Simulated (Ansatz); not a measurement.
`O[SiH](S)[GeH3]`, relaxed with RKS PBE-D4/def2-SVP in the Gaussian-basis code of Ansatz from a rough embedded geometry. The force threshold is 0.03 eV/Å; the program also tests the step.

Charge 0, multiplicity 1.

Start:

```xyz
10

O    -1.340   -1.400    0.500
Si   -0.905    0.135    0.033
S    -1.354    0.346   -2.036
Ge    1.352    0.443    0.306
H    -1.184   -1.462    1.498
H    -1.654    1.154    0.808
H    -0.503   -0.670   -2.428
H     2.111   -0.643   -0.494
H     1.682    0.259    1.894
H     1.796    1.839   -0.081
```

Question: By how much does the energy fall, and how many steps does the optimiser take? (Estimate.)

Answer: The calculation gave: 22.35 kJ/mol, in 11 steps, 2 of them rejected.

Question: Which bonds change most? (Best estimate.)

Answer: Computed: Si2–Ge4 from 2.294 to 2.395 Å; Ge4–H9 from 1.633 to 1.557 Å; O1–H5 from 1.012 to 0.974 Å; Ge4–H10 from 1.515 to 1.551 Å.

Question: Give the relaxed structure. (Best estimate.)

Answer: The calculation gave: 
```xyz
10

O    -1.489   -1.313    0.648
Si   -0.977    0.173    0.035
S    -1.417    0.272   -2.069
Ge    1.377    0.436    0.391
H    -0.982   -1.630    1.417
H    -1.765    1.325    0.598
H    -0.524   -0.703   -2.403
H     2.141   -0.571   -0.514
H     1.787    0.141    1.863
H     1.849    1.869    0.034
```
